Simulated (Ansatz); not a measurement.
Isolated molecules relaxed with PBE0-D4/def2-TZVP in Ansatz; ΔE leaves out vibrations. CCSD(T)/CBS adds triple-zeta CCSD(T) − MP2 to the extrapolated MP2 energy (def2 sets, frozen cores). DFT in def2-TZVPP. B3LYP here is the variant with VWN-RPA as its local correlation; programs differ in this. Each species was taken in one conformer, which may not be the lowest.

Reaction (redistribution): `BCOC` + `N=C[Si](O)(F)[SiH3]` → `COCBC=N` + `O[SiH](F)[SiH3]`

```json
{"level": "PBE-D4", "ΔE (kJ/mol)": "-2.4", "difference from CCSD(T)/CBS": "3.0"}
{"level": "r2SCAN-D4", "ΔE (kJ/mol)": "-2.0", "difference from CCSD(T)/CBS": "3.4"}
{"level": "PBE0-D4", "ΔE (kJ/mol)": "-3.3", "difference from CCSD(T)/CBS": "2.1"}
{"level": "B3LYP-D4", "ΔE (kJ/mol)": "-4.2", "difference from CCSD(T)/CBS": "1.2"}
{"level": "ωB97X-V", "ΔE (kJ/mol)": "-4.1", "difference from CCSD(T)/CBS": "1.3"}
{"level": "ωB97M-V", "ΔE (kJ/mol)": "-2.8", "difference from CCSD(T)/CBS": "2.6"}
{"level": "B2PLYP", "ΔE (kJ/mol)": "-6.9", "difference from CCSD(T)/CBS": "-1.5"}
{"level": "PBE", "ΔE (kJ/mol)": "-5.0", "difference from CCSD(T)/CBS": "0.4"}
{"level": "r2SCAN", "ΔE (kJ/mol)": "-2.6", "difference from CCSD(T)/CBS": "2.8"}
{"level": "PBE0", "ΔE (kJ/mol)": "-5.7", "difference from CCSD(T)/CBS": "-0.3"}
{"level": "B3LYP", "ΔE (kJ/mol)": "-8.6", "difference from CCSD(T)/CBS": "-3.2"}
{"level": "HF/def2-TZVPP", "ΔE (kJ/mol)": "-12.1", "difference from CCSD(T)/CBS": "-6.7"}
{"level": "MP2/def2-TZVPP", "ΔE (kJ/mol)": "-4.8", "difference from CCSD(T)/CBS": "0.6"}
{"level": "SCS-MP2/def2-TZVPP", "ΔE (kJ/mol)": "-7.0", "difference from CCSD(T)/CBS": "-1.6"}
{"level": "CCSD/def2-TZVPP", "ΔE (kJ/mol)": "-7.5", "difference from CCSD(T)/CBS": "-2.1"}
{"level": "CCSD(T)/def2-TZVPP", "ΔE (kJ/mol)": "-6.2", "difference from CCSD(T)/CBS": "-0.8"}
{"level": "HF/def2-QZVPP", "ΔE (kJ/mol)": "-12.2", "difference from CCSD(T)/CBS": "-6.8"}
{"level": "MP2/def2-QZVPP", "ΔE (kJ/mol)": "-4.3", "difference from CCSD(T)/CBS": "1.1"}
{"level": "SCS-MP2/def2-QZVPP", "ΔE (kJ/mol)": "-6.6", "difference from CCSD(T)/CBS": "-1.2"}
{"level": "HF/CBS(def2)", "ΔE (kJ/mol)": "-12.2", "difference from CCSD(T)/CBS": "-6.8"}
{"level": "MP2/CBS(def2)", "ΔE (kJ/mol)": "-4.0", "difference from CCSD(T)/CBS": "1.4"}
{"level": "CCSD/CBS(def2)", "ΔE (kJ/mol)": "-6.7", "difference from CCSD(T)/CBS": "-1.3"}
{"level": "CCSD(T)/CBS", "ΔE (kJ/mol)": "-5.4", "difference from CCSD(T)/CBS": "0"}
```

Largest T1 diagnostic among the species: 0.013.

In def2-TZVPP, CCSD(T) changes the Hartree–Fock value by +5.9 kJ/mol (the triples alone add +1.3 kJ/mol) and MP2 by +7.3 kJ/mol. The D4 term adds +4.4 kJ/mol with B3LYP and +2.3 kJ/mol with PBE0; it sums over pairs of atoms, weighted by their polarisabilities, and B3LYP, whose exchange is more repulsive, gets the larger term.
